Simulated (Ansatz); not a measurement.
Species: PbBr (charge 0, doublet). SMILES: [Br][Pb]
Geometry: optimised at B3LYP-D3(BJ)/def2-TZVP (Ansatz, a first-principles code).

Parts of the frozen-core correlation energy in def2-SVP (Ansatz, hartree). Frozen orbitals: 23; correlated occupied orbitals by spin: 6 and 5; virtual: 29 and 30. UHF or UKS for open shells. Spin-orbit coupling is left out. Past Kr the def2 sets carry scalar-relativistic core potentials.

```
term                             value
-------------------------  -----------
reference (HF)             -2763.99210
MP2 opposite-spin             -0.11763
MP2 same-spin                        ?
CCSD correlation                     ?
(T)                                  ?
T1 diagnostic                    0.016
largest doubles amplitude        0.063
<S^2> of the reference           0.759
```

Q: What belongs in the gaps?

A: 
- MP2 same-spin, value: -0.04110
- CCSD correlation, value: -0.17773
- (T), value: -0.00462
